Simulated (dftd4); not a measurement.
C$_{6}$H$_{13}$O (SMILES [CH2]C(C)CC(C)O), doublet, at a GFN2-xTB geometry; D4 for tpss (dftd4).

Here is a job for dftd4.
```
$ dftd4 mol.xyz --func tpss --charge 0 --json dftd4.json --noedisp --property

# file mol.xyz
20

C     -1.38542588    -1.24611741    -1.15825996
C     -1.28164433    -0.78156048     0.23741676
C     -2.06671238     0.50601947     0.47381936
C      0.19691125    -0.64418768     0.66477877
C      0.99828683     0.30993029    -0.22756720
C      2.48991908    -0.02682553    -0.19550963
O      0.77420538     1.63034663     0.22965947
H     -0.80027265    -2.08141567    -1.49289813
H     -2.07632384    -0.79706450    -1.84332604
H     -1.70353196    -1.55905497     0.90184723
H     -3.10700639     0.37285056     0.18530611
H     -2.02943018     0.78485542     1.52377934
H     -1.64076410     1.31922168    -0.10536649
H      0.24804038    -0.27346668     1.68897304
H      0.66252442    -1.62986023     0.62660201
H      0.62825623     0.20941345    -1.26417294
H      3.05285872     0.67585659    -0.80914361
H      2.66086899    -1.02907958    -0.57834581
H      2.86057828     0.03079947     0.82569540
H      1.34255136     2.23061957    -0.26429468
```

It wrote (shortened):

```
                    ____  _____ _____     ____  _  _
      -------------|  _ \|  ___|_   _|---|  _ \| || |------------
     |             | | | | |_    | | ___ | | | | || |_           |
     |             | |_| |  _|   | ||___|| |_| |__   _|          |
     |             |____/|_|     |_|     |____/   |_|            |
     |             ===================================           |
     |            E. Caldeweyher, S. Ehlert & S. Grimme          |
     |          Mulliken Center for Theoretical Chemistry        |
     |                    University of Bonn                     |
      -----------------------------------------------------------

Rational (Becke-Johnson) damping: tpss-D4-ATM
---------------------
  s6         1.0000
  s8         1.7660
  s9         1.0000
  a1         0.4282
  a2         4.5426
 alp        16.0000
--------------------

Atomic data, radii in Ångström:
------------------------------------------------------
   Z          R(cov)      r4/r2   hardness         EN
------------------------------------------------------
   6 C        1.0000     1.6431     0.4220     2.5500
   8 O        0.8400     1.3725     0.5869     3.4400
   1 H        0.4267     1.0622     0.4726     2.2000
------------------------------------------------------

Atomic reference systems (in atomic units):
----------------------------------------------------------------------------
   Z        #      CN     q+Z       C6(AA)   #      CN     q+Z       C6(AA)
----------------------------------------------------------------------------
   6 C      1  0.0000  6.0000      49.3833   2  0.9189  5.8288      52.1688
            3  1.9079  5.8579      35.6972   4  2.8312  5.7775      35.8445
            5  3.7487  5.7435      28.6317   6  2.9183  5.8956      32.2504
            7  0.8556  6.2103      25.6194
   8 O      1  0.0000  8.0000      15.5711   2  0.8042  7.6453      20.8489
            3  1.6112  7.4012      24.8631   4  0.9798  8.0000      14.9880
   1 H      1  0.0000  1.0000       7.6362   2  0.8942  1.0000       3.0374
----------------------------------------------------------------------------

Atomic properties (in atomic units):
----------------------------------------------------------------------------
     #    Z              CN          q      C6(AA)        C8(AA)   alpha(0)
----------------------------------------------------------------------------
     1    6 C        2.8402    -0.2468     36.5537     1057.1956     9.8767
     2    6 C        3.8497    -0.0840     24.7070      714.5708     7.1573
     3    6 C        3.7562    -0.2200     27.8746      806.1823     7.6181
     4    6 C        3.8063    -0.1328     25.7896      745.8798     7.3178
     5    6 C        3.7223     0.0232     22.6948      656.3739     6.8834
     6    6 C        3.7519    -0.2385     28.3382      819.5887     7.6823
     7    8 O        1.6556    -0.5069     22.8630      461.3887     6.4680
     8    1 H        0.9262     0.1011      1.7749       21.4561     2.0834
     9    1 H        0.9264     0.1056      1.7347       20.9693     2.0596
    10    1 H        0.9222     0.0930      1.8503       22.3670     2.1273
    11    1 H        0.9248     0.0877      1.9014       22.9849     2.1564
    12    1 H        0.9249     0.0961      1.8211       22.0145     2.1104
    13    1 H        0.9251     0.1210      1.6050       19.4021     1.9812
    14    1 H        0.9245     0.1075      1.7180       20.7675     2.0497
    15    1 H        0.9244     0.0826      1.9523       23.6004     2.1851
    16    1 H        0.9224     0.1042      1.7478       21.1276     2.0675
    17    1 H        0.9246     0.0877      1.9011       22.9815     2.1562
    18    1 H        0.9249     0.0817      1.9619       23.7164     2.1904
    19    1 H        0.9248     0.0988      1.7964       21.7151     2.0960
    20    1 H        0.8051     0.2389      0.9378       11.3364     1.5211
----------------------------------------------------------------------------

Molecular properties (in atomic units):
----------------------------------------
 molecular C6                2837.5035
 molecular C8               62396.4364
----------------------------------------

Dispersion energy:      -2.1631810281434E-02 Eh

[Info] JSON dump of results written to 'dftd4.json'
```
